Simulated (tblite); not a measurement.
Run record: tight-binding relaxation, `CS[Si]([SiH3])[AsH2]` [radical].

Computed with GFN2-xTB geometry optimisation, gas phase (tblite 0.8.0). Start geometry: from a force field or distance geometry. The input is one job of a driver script: a line of settings, then coordinates in Å.

Command:
```bash
OMP_NUM_THREADS=1 python probes_run.py task.json out
```

Input:
```
{"job": {"kind": "relax", "xc": "GFN2-xTB", "basis": "xTB"}, "charge": 0, "multiplicity": 2}
C      2.493300    -1.123800     0.076700
S      1.361500    -0.311400     1.255700
Si     0.025200     0.401900    -0.244000
Si    -1.430700     1.838200     0.672000
As    -1.156700    -1.378300    -1.155900
H      3.323900    -1.579900     0.629600
H      1.949000    -1.916500    -0.479700
H      2.897500    -0.368800    -0.631300
H     -2.352700     2.319100    -0.347600
H     -2.191000     1.134300     1.736400
H     -0.697900     2.959200     1.265200
H     -2.209600    -0.424800    -1.817400
H     -2.016100    -1.548700     0.144100
```

Output:
```
step      E/eV     max force
  0    -414.90031    1.284
  1    -414.98978    0.952
  2    -415.08037    0.520
  3    -415.09832    0.466
  4    -415.12591    0.380
  5    -415.13724    0.318
  6    -415.14840    0.228
  7    -415.15555    0.233
  8    -415.16323    0.228
  9    -415.16885    0.194
... (153 lines left out)
163    -415.27745    0.029
164    -415.27749    0.015
165    -415.27753    0.016
166    -415.27756    0.015
167    -415.27760    0.015
168    -415.27763    0.016
169    -415.27767    0.014
170    -415.27770    0.011
171    -415.27771    0.014
172    -415.27773    0.006
```

«max force» is the largest atomic force in eV/Å.

Question: From which step on does the largest force stay under 0.1 eV/Å, and how much energy is left to gain from there?

Answer: From step 160 (0.068 eV/Å), 1.0 meV above the end.

In short: energy lowered by 8.7 kcal/mol over 172 steps; largest atomic force 0.006 eV/Å at the end.

Question: Give the final coordinates.

Answer: 0.889 Å rms from the input after alignment:
```
atom  x, y, z in Å
C1     2.3179   -1.2182    0.0014
S2     1.5917    0.1192    0.9902
Si3   -0.1801    0.5612   -0.2374
Si4   -1.4822    1.9690    1.0900
As5   -1.1920   -1.5428   -0.7607
H6     3.2020   -1.5615    0.5288
H7     1.6023   -2.0364   -0.0948
H8     2.5936   -0.8385   -0.9787
H9    -2.7855    2.0045    0.4122
H10   -1.7397    1.5798    2.4795
H11   -0.9429    3.3281    1.1130
H12   -0.6095   -1.5594   -2.1503
H13   -2.3800   -0.8046   -1.2896
```

Hardware: one thread of an Arm Neoverse V2, shared host with 96 logical CPUs at a one-minute load of 60. Cost: 1.2 s wall.
Labels such as C1 count atoms from 1, the log's own numbers from 0.
